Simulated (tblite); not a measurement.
A tight-binding relaxation on `FC(F)(F)CBOC(F)(F)F`.

Computed with GFN2-xTB geometry optimisation, gas phase (tblite 0.8.0). Start geometry: from a force field or distance geometry. The input is one job of a driver script: a line of settings, then coordinates in Å.

Command:
```bash
OMP_NUM_THREADS=1 python probes_run.py task.json out
```

Input:
```
{"job": {"kind": "relax", "xc": "GFN2-xTB", "basis": "xTB"}, "charge": 0, "multiplicity": 1}
F     -2.546400     0.977200    -0.954600
C     -2.329400     0.058700     0.057600
F     -2.417300    -1.237800    -0.404100
F     -3.314000     0.271800     0.999800
C     -1.005800     0.350500     0.715300
B      0.230700     0.278900    -0.282400
O      1.518800     0.252700     0.360700
C      2.560300    -0.322000    -0.303800
F      3.658800    -0.211500     0.556900
F      2.935800     0.340400    -1.459600
F      2.414500    -1.654400    -0.624700
H     -0.802300    -0.387800     1.524700
H     -0.975400     1.358400     1.187900
H      0.071000    -0.075700    -1.395900
```

Q: Estimate the output.

A: 
```
step      E/eV     max force
  0   -1134.77861    2.732
  1   -1135.19753    1.353
  2   -1135.37882    0.815
  3   -1135.40482    0.527
  4   -1135.42275    0.296
  5   -1135.42831    0.227
  6   -1135.43478    0.153
  7   -1135.43786    0.141
  8   -1135.44095    0.146
  9   -1135.44403    0.151
... (57 lines left out)
 67   -1135.49282    0.015
 68   -1135.49285    0.017
 69   -1135.49290    0.020
 70   -1135.49295    0.023
 71   -1135.49304    0.027
 72   -1135.49317    0.031
 73   -1135.49329    0.025
 74   -1135.49338    0.017
 75   -1135.49343    0.014
 76   -1135.49345    0.009
```

«max force» is the largest atomic force in eV/Å.

Q: From which step on does the largest force stay under 0.1 eV/Å, and how much energy is left to gain from there?

A: From step 21 (0.089 eV/Å), 5.6 meV above the end.

Summary of the converged run: energy lowered by 16.5 kcal/mol over 76 steps; largest atomic force 0.009 eV/Å at the end.

Time: 0.46 s wall. Hardware: an Arm Neoverse V1 with one thread (shared host).
Labels such as C1 count atoms from 1, the log's own numbers from 0.
